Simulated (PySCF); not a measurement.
# Ionisation energy of Rb⁺ by level of theory

Rb⁺ [Kr] (1S) → Rb²⁺ [Ar] 3d10 4s2 4p5 (2P), as a difference of total energies. Computed with PySCF 2.14 in jorge-DZP-DKH (8s6p2d, 36 functions), with the spin-free X2C one-electron Hamiltonian (Gaussian nucleus). Correlated levels: valence: [Ar] 3d10 4s2 frozen. The calculations carry no spin-orbit coupling.

```json
{"method": "UHF", "ionisation energy (eV)": "27.198"}
{"method": "PBE0", "ionisation energy (eV)": "28.319"}
{"method": "M06-2X", "ionisation energy (eV)": "28.209"}
{"method": "MP2 (valence)", "ionisation energy (eV)": "27.861"}
{"method": "SCS-MP2 (valence)", "ionisation energy (eV)": "27.818"}
{"method": "CCSD (valence)", "ionisation energy (eV)": "27.879"}
{"method": "CCSD(T) (valence)", "ionisation energy (eV)": "27.879"}
```

**Question.** How much does correlation contribute at CCSD(T) (valence)?

**Answer.** 27.879 − (27.198) = 0.681 eV, measured against UHF.

The reference lies between the lowest fine-structure levels, while these numbers refer to the centres of the terms.

Errors of the correlated levels include the incompleteness of this basis and the frozen core.

For comparison: 27.290 eV (measured; NIST Atomic Spectra Database, ionization energies).
